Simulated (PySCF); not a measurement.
C7H15FSi.
SMILES with atom numbers: `[CH3:1][CH2:2][C@@:3]([CH3:4])([SiH3:5])[C@@H:6]1[CH2:7][C@H:8]1[F:9]`

NICS is the negative of the GIAO shielding at a point without a nucleus: at the ring centre (0) and 1 Å above and below it (1); zz is the component along the ring normal. Level: GIAO PBE0/pcSseg-1 (PySCF, non-relativistic, gas phase) on the GFN2-xTB geometry, one conformer.

Ring bond lengths (Å), with Mayer bond orders in brackets: C6–C7 1.507 (0.94), C7–C8 1.494 (0.97), C8–C6 1.495 (0.94).

Q: What do the NICS probes read (ppm)?

A: 
```tsv
ring	type	NICS(0)	NICS(1), two faces	NICS(1)zz, two faces	rms pucker (Å)	centre to ring atoms, mean (Å)
C6–C7–C8	3-membered carbocycle; formal bonds all single	-38.7	-6.4 / -10.5	-15.9 / -24.1	0.00	0.87
```

Q: What can be read from them?

A: 
- C6–C7–C8: mean NICS(1)zz -20.0 ppm, shielded. C6, C7, C8 have four or more neighbours, so the value isn't read as a sign of a π ring current. The two faces differ by 8.2 ppm, so no symmetry operation interchanges them. NICS(0) lies 30 ppm below the mean NICS(1).

Q: At the second NICS(1) probe listed for ring C6–C7–C8, 1 Å off the ring, what do the in-plane components average?

A: The isotropic value is a third of the trace: (3 × -10.5 − (-24.1))/2 = -3.7 ppm.

Q: Give the inner angles of the rings and the Hirshfeld charges of the ring atoms.

A: 
- C6–C7–C8: C6 59.7° (-0.047 e), C7 59.8° (-0.100 e), C8 60.5° (+0.046 e); sum 180.0° against 180° for a flat convex ring.

Q: What are the shieldings of the ring atoms and their hydrogens in the same run (means over atoms taken as equivalent)?

A: 
| atoms | environment | σ isotropic (ppm) |
| --- | --- | --- |
| C6 | three-membered-ring carbon | 159.7 |
| C7 | three-membered-ring carbon | 177.3 |
| C8 | sp3 C–F carbon | 112.8 |
| H on C6 | methine hydrogen | 30.66 |
| H on C7 | methylene hydrogen | 30.71 |
| H on C7 | methylene hydrogen | 31.31 |
| H on C8 | methine hydrogen | 27.15 |

Hardware: Arm Neoverse N1, one thread, shared host. Cost: 99 s wall, 1.1 GiB resident at most. This is the whole shielding run at PBE0/pcSseg-1, SCF included.

Shape of the structure used: `[CH3:1][CH2:2][C@@:3]([CH3:4])([SiH3:5])[C@@H:6]1[CH2:7][C@H:8]1[F:9]`: C1–C2–C3–C4 65°, C2–C3–C6–C7 170°.
